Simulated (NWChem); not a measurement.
System: CH3FN2OSi; SMILES C(#N)O[Si@@H](F)N

Input file for NWChem:

```
start job
memory heap 200 mb stack 900 mb global 1100 mb
geometry units angstroms noautoz
  N      0.646550     2.911113     0.283705
  C      0.095640     1.889088     0.262618
  O     -0.551382     0.785415     0.259856
  Si    -0.120841    -0.691581    -0.477296
  N     -1.154262    -1.865710     0.138743
  F      1.424489    -0.862117    -0.051279
  H     -0.222802    -0.588620    -1.942795
  H     -1.290291    -2.052214     1.124839
  H     -1.672262    -2.492439    -0.463446
end
basis spherical
  * library 6-31g*
end
dft
  xc m05-2x
  iterations 150
  mulliken
end
task dft energy
```

Parts of the log:

```
             Northwest Computational Chemistry Package (NWChem) 7.3.0
             --------------------------------------------------------

 C1  symmetry detected

                             Geometry "geometry" -> ""
                             -------------------------

 Output coordinates in angstroms (scale by  1.889725989 to convert to a.u.)

  No.       Tag          Charge          X              Y              Z
 ---- ---------------- ---------- -------------- -------------- --------------
    1 N                    7.0000     0.08753242     2.95287697     0.01857480
    2 C                    6.0000    -0.27165802     1.84978166     0.07000015
    3 O                    8.0000    -0.71290609     0.65097516     0.14001663
    4 Si                  14.0000     0.05315167    -0.78925594    -0.35914836
    5 N                    7.0000    -0.82906936    -2.06383500     0.29137160
    6 F                    9.0000     1.54099357    -0.62393631     0.23885977
    7 H                    1.0000     0.11451114    -0.86128973    -1.82875051
    8 H                    1.0000    -1.05009514    -2.16792769     1.27421709
    9 H                    1.0000    -1.15352597    -2.83555760    -0.27688622

 Effective nuclear repulsion energy (a.u.)     288.6996467158

                                 NWChem DFT Module
                                 -----------------

 Summary of "ao basis" -> "ao basis" (spherical)
 ------------------------------------------------------------------------------
       Tag                 Description            Shells   Functions and Types
 ---------------- ------------------------------  ------  ---------------------
 N                           6-31g*                  6       14   3s2p1d
 C                           6-31g*                  6       14   3s2p1d
 O                           6-31g*                  6       14   3s2p1d
 Si                          6-31g*                  8       18   4s3p1d
 F                           6-31g*                  6       14   3s2p1d
 H                           6-31g*                  2        2   2s

            General Information
            -------------------
          SCF calculation type: DFT
          Wavefunction type:  closed shell.
          No. of atoms     :     9
          No. of electrons :    54
           Alpha electrons :    27
            Beta electrons :    27
          Charge           :     0
          Spin multiplicity:     1
          Use of symmetry is: off; symmetry adaption is: off
          Maximum number of iterations: 150
          AO basis - number of functions:    94
                     number of shells:    44
          Convergence on energy requested:  1.00D-06
          Convergence on density requested:  1.00D-05
          Convergence on gradient requested:  5.00D-04

              XC Information
              --------------
                       M05-2X Method XC Functional
                     Hartree-Fock (Exact) Exchange  0.560
                M05-2X metaGGA Exchange Functional  0.440
                      M05-2X Correlation Potential  1.000

             Grid Information
             ----------------
          Grid used for XC integration:  medium
          Radial quadrature: Mura-Knowles
          Angular quadrature: Lebedev.
          Tag              B.-S. Rad. Rad. Pts. Rad. Cut. Ang. Pts.
          ---              ---------- --------- --------- ---------
          N                   0.65       49          13.0       434
          C                   0.70       49          11.0       434
          O                   0.60       49          10.0       434
          Si                  1.10       88           9.0       590
          F                   0.50       49          10.0       434
          H                   0.35       45          12.0       434
          Grid pruning is: on
          Number of quadrature shells:   468
          Spatial weights used:  Erf1

      Superposition of Atomic Density Guess
      -------------------------------------

 Sum of atomic energies:        -610.68642003

      Non-variational initial energy
      ------------------------------

 Total energy =    -612.945839
 1-e energy   =   -1416.467519
 2-e energy   =     514.822033
 HOMO         =      -0.369351
 LUMO         =       0.066908

     ---------------------------------------------
      Total Density - Mulliken Population Analysis
     ---------------------------------------------

    Atom       Charge   Shell Charges
 -----------   ------   -------------------------------------------------------
    1 N    7     7.97   2.00  0.89  2.49  0.96  1.59  0.03
    2 C    6     4.94   2.00  0.69  1.48  0.28  0.41  0.09
    3 O    8     8.64   2.00  0.90  2.97  0.91  1.84  0.01
    4 Si  14    12.51   2.00  2.00  5.97  0.77  1.13  0.17  0.21  0.26
    5 N    7     8.18   2.00  0.81  2.68  0.79  1.89  0.01
    6 F    9     9.61   2.00  0.95  3.47  1.00  2.18  0.01
    7 H    1     1.06   0.46  0.59
    8 H    1     0.55   0.40  0.15
    9 H    1     0.54   0.40  0.14

   convergence    iter        energy       DeltaE   RMS-Dens  Diis-err
 ---------------- ----- ----------------- --------- --------- ---------
 d= 0,ls=0.0,diis     1   -613.8344156437 -9.03D+02  1.55D-02  1.36D+00
 d= 0,ls=0.0,diis     2   -613.7054676847  1.29D-01  9.17D-03  2.88D+00
 d= 0,ls=0.0,diis     3   -613.9959860113 -2.91D-01  1.86D-03  7.35D-02
 d= 0,ls=0.0,diis     4   -614.0022476940 -6.26D-03  6.97D-04  1.82D-02
 d= 0,ls=0.0,diis     5   -614.0039469668 -1.70D-03  1.46D-04  1.91D-04
  Resetting Diis
 d= 0,ls=0.0,diis     6   -614.0039724806 -2.55D-05  5.49D-05  2.71D-05
 d= 0,ls=0.0,diis     7   -614.0039756031 -3.12D-06  2.82D-05  6.67D-06
 d= 0,ls=0.0,diis     8   -614.0039753771  2.26D-07  1.52D-05  9.34D-06
 d= 0,ls=0.0,diis     9   -614.0039763192 -9.42D-07  2.86D-06  2.35D-07

         Total DFT energy =     -614.003976319172
      One electron energy =    -1419.229005285080
           Coulomb energy =      576.923514059093
    Exchange-Corr. energy =      -60.398131809013
 Nuclear repulsion energy =      288.699646715828

 Numeric. integr. density =       53.999995134499

                       DFT Final Molecular Orbital Analysis
                       ------------------------------------

 Vector   25  Occ=2.000000D+00  E=-3.783705D-01
              MO Center= -6.9D-01, -1.7D+00,  2.3D-01, r^2= 2.3D+00
   Bfn.  Coefficient  Atom+Function         Bfn.  Coefficient  Atom+Function
  ----- ------------  ---------------      ----- ------------  ---------------
    63      0.467555  5 N  px                67      0.408904  5 N  px
    64     -0.271295  5 N  py                68     -0.230608  5 N  py
     3     -0.113228  1 N  px                65      0.084913  5 N  pz
    78      0.084509  6 F  py                53      0.081259  4 Si px
    77      0.078526  6 F  px                49      0.077609  4 Si px

 Vector   26  Occ=2.000000D+00  E=-3.722651D-01
              MO Center= -1.9D-01,  2.0D+00,  5.0D-02, r^2= 2.4D+00
   Bfn.  Coefficient  Atom+Function         Bfn.  Coefficient  Atom+Function
  ----- ------------  ---------------      ----- ------------  ---------------
     3      0.370873  1 N  px                17      0.291580  2 C  px
    31     -0.263635  3 O  px                 7      0.233010  1 N  px
    35     -0.211292  3 O  px                 5     -0.177633  1 N  pz
    21      0.158269  2 C  px                 4     -0.142650  1 N  py
    19     -0.135902  2 C  pz                33      0.120432  3 O  pz

 Vector   27  Occ=2.000000D+00  E=-3.636742D-01
              MO Center= -1.9D-01,  2.0D+00,  3.8D-02, r^2= 2.3D+00
   Bfn.  Coefficient  Atom+Function         Bfn.  Coefficient  Atom+Function
  ----- ------------  ---------------      ----- ------------  ---------------
     5      0.404185  1 N  pz                33     -0.302053  3 O  pz
    19      0.282170  2 C  pz                37     -0.259680  3 O  pz
     9      0.255914  1 N  pz                 3      0.168356  1 N  px
    23      0.167428  2 C  pz                31     -0.126213  3 O  px
    17      0.120238  2 C  px                35     -0.107004  3 O  px

 Vector   28  Occ=0.000000D+00  E= 7.316787D-02
              MO Center=  1.2D-01, -3.6D-01, -4.3D-01, r^2= 4.7D+00
   Bfn.  Coefficient  Atom+Function         Bfn.  Coefficient  Atom+Function
  ----- ------------  ---------------      ----- ------------  ---------------
    54      1.131987  4 Si py                 6     -0.678851  1 N  s
    22      0.572921  2 C  py                20      0.456197  2 C  s
    34     -0.407763  3 O  s                 66      0.394923  5 N  s
    52      0.374094  4 Si s                 50      0.302549  4 Si py
     8      0.261105  1 N  py                92     -0.224528  8 H  s

 Vector   29  Occ=0.000000D+00  E= 8.151480D-02
              MO Center= -5.8D-01, -1.6D+00,  3.3D-01, r^2= 4.7D+00
   Bfn.  Coefficient  Atom+Function         Bfn.  Coefficient  Atom+Function
  ----- ------------  ---------------      ----- ------------  ---------------
    66      1.365474  5 N  s                 52     -1.033678  4 Si s
    94     -0.672704  9 H  s                 92     -0.505760  8 H  s
    20     -0.407753  2 C  s                 55     -0.356792  4 Si pz
    34      0.346507  3 O  s                  6      0.269556  1 N  s
    54      0.259594  4 Si py                90      0.233397  7 H  s

[...]
```

Level: M05-2X/6-31G* (spherical d). The geometry was optimised at PBE0/def2-SVP.
